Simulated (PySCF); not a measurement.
Si(Br)(OH)2(OMe) (CH₅BrO₃Si), SMILES CO[Si](O)(O)Br. The structure is a stationary point at PBE-D3(BJ)/def2-SVP. One conformer was computed; it need not be the lowest.

Q: Give the equilibrium geometry at PBE-D3(BJ)/def2-SVP (PySCF confirms it by a frequency run) as bond lengths and angles. (An estimate is asked for; the answer gives what the named calculation found.)

A: This is not unique; one that fits is 
Atoms: C1 O2 Si3 O4 O5 Br6 H7 H8 H9 H10 H11. Bonded distances (Å): C1–O2 1.419, C1–H7 1.112, C1–H8 1.108, C1–H9 1.113, O2–Si3 1.650, Si3–O4 1.655, Si3–O5 1.655, Si3–Br6 2.256, O4–H10 0.973, O5–H11 0.973. Bond angles (°): O2–C1–H7 111.5, O2–C1–H8 108.2, O2–C1–H9 111.6, H7–C1–H8 108.5, H7–C1–H9 108.4, H8–C1–H9 108.5, C1–O2–Si3 124.9, O2–Si3–O4 108.9, O2–Si3–O5 110.0, O2–Si3–Br6 108.7, O4–Si3–O5 109.5, O4–Si3–Br6 110.2, O5–Si3–Br6 109.5, Si3–O4–H10 115.6, Si3–O5–H11 115.1.
